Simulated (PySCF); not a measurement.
B3ClH5N.
Numbering: `[BH2:1][B:2]([Cl:3])[BH:4][NH2:5]` (hydrogens: H6, H7 on B1; H8 on B4; H9, H10 on N5)

Theory: PBE0-D3(BJ)/def2-SVP geometry optimisation, gas phase (PySCF 2.14.0).

(1) Give the optimised bond lengths and angles.

Answers

(1) 
| bond | length (pm) |
| --- | --- |
| B1–B2 | 166.2 |
| B2–Cl3 | 178.1 |
| B2–B4 | 169.7 |
| B4–N5 | 139.1 |
| B1–H6, B1–H7 | 121.2 |
| B4–H8 | 121.6 |
| N5–H9, N5–H10 | 101.2 |

Bonds in one row agree within 1 pm and their mean is given. A selection of angles:
| angle | degrees |
| --- | --- |
| B2–B1–H6 | 120.8 |
| B2–B1–H7 | 122.6 |
| H6–B1–H7 | 116.5 |
| B1–B2–Cl3 | 115.3 |
| B1–B2–B4 | 127.7 |
| Cl3–B2–B4 | 117.0 |
| B2–B4–N5 | 124.0 |
| B2–B4–H8 | 118.7 |
| N5–B4–H8 | 117.3 |
| B4–N5–H9 | 122.9 |
| H9–N5–H10 | 113.1 |

Torsions: B1–B2–B4–N5 -82° (synclinal). The mirror-image conformer, all signs reversed, is as good.

The 2 B–B bonds span 1.662 Å (B1–B2, drawn single) to 1.697 Å (B2–B4, drawn single), a spread of 0.035 Å. B1 (three-coordinate boron) is planar (angles 122.6°, 120.8° and 116.5°, sum 360.0°, 0.00 Å off the plane of its three neighbours). B2 (three-coordinate boron) is planar (angles 127.7°, 117.0° and 115.3°, sum 360.0°, 0.01 Å off the plane of its three neighbours). B4 (three-coordinate boron) is planar (angles 124.0°, 118.7° and 117.3°, sum 360.0°, 0.00 Å off the plane of its three neighbours). N5 (boron-bound nitrogen) is planar (angles 124.0°, 122.9° and 113.1°, sum 360.0°, 0.01 Å off the plane of its three neighbours).

Point group: C1 (no symmetry element, even within 0.4 Å). No frequency check. One conformer, not necessarily the lowest.
